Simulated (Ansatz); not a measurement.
A nudged elastic band was laid between two geometries of H2OSSe (5 atoms, charge 0, multiplicity 1).

Theory: RKS B3LYP/def2-SVP in Ansatz.

```yaml
movable_images: 7
climbing_image: yes
spring: 5.0 eV/Å²
optimiser: quadratic models (default)
start_path: through a guess of the saddle point
force_threshold: 0.2 eV/Å
iteration_limit: 60
end_points: relaxed
```

Image 0:

```xyz
5
Properties=species:S:1:pos:R:3
O -1.203 -1.023 0.120
S -0.589 0.337 0.893
Se 1.598 0.327 0.516
H -1.402 -0.773 -0.797
H 1.597 1.132 -0.733
```

Image 8:

```xyz
5
Properties=species:S:1:pos:R:3
O -1.370 -0.437 -0.418
S -0.547 0.303 0.846
Se 1.610 0.162 0.341
H -1.385 -1.391 -0.241
H 1.691 1.362 -0.528
```

Q: What changes between the two ends?

A: No bond is made or broken. The dihedral H4–O1–S2–Se3 goes from -87 to 84°.

Q: What energy profile does the band end with?

A: The run converged. The highest image is number 4 of 0 to 8, 24.0 kJ/mol above the first end and 25.5 kJ/mol above the last; the last end lies 1.5 kJ/mol below the first. The threshold of 0.2 eV/Å is loose, so the images may lie well off the minimum-energy path. Another band between the same ends (7 images) ends at a top of the same energy, where a vibrational analysis finds 1 clearly imaginary mode.

```csv
image,path coordinate (Å),energy (kJ/mol),dihedral H4–O1–S2–Se3 (°)
0,0.00,0.0,-87
1,0.22,2.5,-71
2,0.44,9.4,-52
3,0.67,19.1,-29
4,0.89,24.0,-3
5,1.15,17.5,26
6,1.41,7.0,52
7,1.66,0.6,71
8,1.92,-1.5,84
```

Q: What is the geometry of the highest image?

A: 
```xyz
5
Properties=species:S:1:pos:R:3:forces:R:3
O -1.507 -0.660 0.012 -0.04 -0.04 -0.04
S -0.559 0.314 1.041 0.05 0.01 0.01
Se 1.509 0.134 0.317 -0.03 0.04 -0.03
H -0.938 -1.027 -0.684 0.01 0.03 0.04
H 1.494 1.238 -0.686 0.01 -0.04 0.03
```

The run took 2.2 min on 1 thread of Arm Neoverse V2 (shared host), peak memory 0.25 GiB.
